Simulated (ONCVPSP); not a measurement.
**selenium, ONCV: configuration errors across variants**

* Element: Se (Z = 34)
* Generator: ONCVPSP 4.0.1
* Type: optimised norm-conserving Vanderbilt (ONCV)
* Functional: PBE
* Relativity: scalar-relativistic
* Frozen core: [Ar]
* Valence charge: 16
* Reference configuration: 3d10 4s2 4p4
* Partial waves: 4s: rc 1.25 bohr, ncon 4, nbas 7, qcut 5.3 1/bohr, 2 projectors, debl 2.5 Ha; 4p: rc 1.70 bohr, ncon 4, nbas 6, qcut 3.9 1/bohr, 3 projectors, debl 0.4 Ha; 3d: rc 1.20 bohr, ncon 3, nbas 7, qcut 13.8 1/bohr, 2 projectors, debl 0.3 Ha
* Local potential: polynomial inside 0.85 bohr (lpopt 2, dvloc0 0 Ha)
* Core correction: Teter function, fcfact 4, rcfact 1.05

In the d channel the program set the typed energies aside and used -1.952, 0.250 Ha.

All-electron excitation energies from the reference (eV): (1) 3d10 4s2 4p3 10.845; (2) 3d10 4s2 4p2 31.194; (3) 3d10 4s2 4p1 62.062; (4) 3d10 4s2 4p3.5 4.310.

3 further variants failed, have other tests or too few solved ones, and are left out.

A true bound ghost makes a file unfit for plane-wave use even where its test errors are small: the radial tests pick states by their node count and pass the ghost by.

Errors AE − PS in meV (a dash: test not solved or not reliable):

| change | (1) | (2) | (3) | (4) | bound ghosts | GHOST(+) flags above zero |
| --- | --- | --- | --- | --- | --- | --- |
| base | -1.9 | -4.8 | -3.5 | -0.8 | s, p | p |
| s: qcut 3.4; p: qcut 2.5; d: qcut 8.9 | -2.1 | -6.3 | -11 | -0.8 | p | s, p |
| s: qcut 4; p: qcut 2.9; d: qcut 10.3 | -2.0 | -5.4 | -6.7 | -0.8 | p | s, p |
| s: qcut 4.9; p: qcut 3.6; d: qcut 12.8 | -1.9 | -5.0 | -4.3 | -0.8 | s, p | p |
| s: qcut 5.5; p: qcut 4; d: qcut 14.3 | -1.9 | -4.8 | -3.2 | -0.7 | s, p | p |
| s: qcut 6.1; p: qcut 4.5; d: qcut 16 | -1.9 | -4.7 | -2.6 | -0.8 | s, p | p |

Task: Give the same row for: s: qcut 4.4; p: qcut 3.2; d: qcut 11.3.

Result: -2.0, -5.3, -5.9, -0.8; bound ghosts: s, p; GHOST(+) flags above zero: p.
